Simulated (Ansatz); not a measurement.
Ansatz results at the PBE0-D4/def2-TZVP geometry: HOMO energy (B3LYP/def2-TZVPP) -5.96 eV; HOMO–LUMO gap (PBE/def2-TZVPP) 2.73 eV; size of the dipole moment (B3LYP/def2-TZVPP) 2.19 D.

Each molecule was computed in one conformer, which needn't be the lowest.

Task: Which molecule gave them?
A. `C[SiH2]C=O`
B. `[SiH]S`
C. `CO[Si]C`
D. `CN(C)[Si]N(C)C`

Result: C. The others give `C[SiH2]C=O`: -6.74, 2.85, 1.93; `CN(C)[Si]N(C)C`: -5.62, 3.36, 1.89; `[SiH]S`: -6.69, 2.53, 0.70.

B3LYP here is the variant with VWN-RPA as its local correlation; programs differ in this.
